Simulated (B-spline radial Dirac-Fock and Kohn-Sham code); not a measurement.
## K-line shifts caused by a second vacancy in W³¹⁺

System: the W³¹⁺ ion, [Kr] 4d7.

Model: Dirac-Fock (average of configuration) total-energy differences with a finite nucleus, the Breit interaction including its frequency dependence, and self-energy and vacuum-polarisation corrections. Program: a B-spline atomic structure program. Each two-hole energy is an average over J within one jj subconfiguration, not an observable level; in light atoms, where LS coupling holds, the j-resolved values are not observed lines, and for a K spectator the Kα1 hypersatellite is nearly forbidden. Correlation energy is missing from these numbers.

Lines without a spectator: Kα2 (K-L2) 57970.9 eV, Kα1 (K-L3) 59307.4 eV, Kβ3 (K-M2) 66948.4 eV, Kβ1 (K-M3) 67245.7 eV. Shifts in eV with one spectator hole (a dash: not computed, or left out as unreliable):

```tsv
spectator hole	Kα2	Kα1	Kβ3	Kβ1
K (1s)	+981.3	+1055.4	+1272.2	+1289.9
L2 (2p1/2)	+125.0	+168.5	–	+323.2
L3 (2p3/2)	+94.3	+103.5	+243.5	–
M2 (3p1/2)	–	+26.75	+53.8	+64.0
M3 (3p3/2)	+14.58	–	+46.2	+47.2
M5 (3d5/2)	-0.72	+3.39	–	–
```
